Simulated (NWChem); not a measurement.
System meant: TaOCl2F; SMILES [O]=[Ta]([F])([Cl])[Cl]

NWChem input:

```
start job
memory heap 200 mb stack 900 mb global 1100 mb
geometry units angstroms noautoz
  Ta     0.150842    -0.026932     0.000000
  O      1.015649     1.464996     0.000000
  F      1.447262    -1.390895     0.000000
  Cl    -1.136133    -0.049482     1.914422
  Cl    -1.136133    -0.049482    -1.914422
end
basis spherical
  Ta library def2-svp
  O library def2-svp
  F library def2-svp
  Cl library def2-svp
end
ecp
  Ta library def2-ecp
end
dft
  xc xpbe96 cpbe96
  iterations 4
  mulliken
end
task dft energy
```

End of the output:

```
    Atom       Charge   Shell Charges
 -----------   ------   -------------------------------------------------------
    1 Ta  13    13.24   0.00  0.03  1.10  0.79  0.38  0.15  4.92  1.29  0.55  2.50  1.19  0.35
    2 O    8     8.05   1.98  0.98  0.69  2.61  1.78  0.02
    3 F    9     8.97   1.98  1.02  0.77  3.08  2.12  0.01
    4 Cl  17    16.87   2.00  1.96  1.04  0.73  5.82  2.29  3.01  0.02
    5 Cl  17    16.87   2.00  1.96  1.04  0.73  5.82  2.29  3.01  0.02

 center of mass
 --------------
 x =   0.04344306 y =  -0.00097774 z =   0.00000000

 moments of inertia (a.u.)
 ------------------
        1162.760065664981          -0.000000000000           0.000000000000
          -0.000000000000        1458.467583872810           0.000000000000
           0.000000000000           0.000000000000         790.539518460089

     Multipole analysis of the density
     ---------------------------------

     L   x y z        total         alpha         beta         nuclear
     -   - - -        -----         -----         ----         -------
     0   0 0 0     -0.000000    -32.000000    -32.000000     64.000000

     1   1 0 0      0.214369     11.428194     11.428194    -22.642020
     1   0 1 0     -0.630044      1.811812      1.811812     -4.253667
     1   0 0 1      0.000000      0.000000      0.000000      0.000000

     2   2 0 0    -44.419032   -148.124001   -148.124001    251.828969
     2   1 1 0     -1.107086     -0.898989     -0.898989      0.690893
     2   1 0 1      0.000000      0.000000      0.000000      0.000000
     2   0 2 0    -45.388173    -83.180238    -83.180238    120.972303
     2   0 1 1      0.000000      0.000000      0.000000      0.000000
     2   0 0 2    -44.720988   -244.856360   -244.856360    444.991732

 ------------------------------------------------------------------------
 dft energy failed                                                                                  0
 ------------------------------------------------------------------------
 ------------------------------------------------------------------------
  current input line :
    24: task dft energy
 ------------------------------------------------------------------------
 ------------------------------------------------------------------------
 This type of error is most commonly associated with calculations not reaching convergence criteria
 ------------------------------------------------------------------------
 For more information see the NWChem manual at https://nwchemgit.github.io

0:dft energy failed:Received an Error in Communication
```

What is wrong, and how is it mended?

The run did not converge; its last values are not results. Cause: the SCF was allowed too few iterations. This input runs:
```
start job
memory heap 200 mb stack 900 mb global 1100 mb
geometry units angstroms noautoz
  Ta     0.150842    -0.026932     0.000000
  O      1.015649     1.464996     0.000000
  F      1.447262    -1.390895     0.000000
  Cl    -1.136133    -0.049482     1.914422
  Cl    -1.136133    -0.049482    -1.914422
end
basis spherical
  * library def2-svp
end
ecp
  Ta library def2-ecp
end
dft
  xc xpbe96 cpbe96
  iterations 150
  mulliken
end
task dft energy
```
It converges to -1151.83757 Ha (PBE/def2-SVP with def2 effective core potentials on Ta).
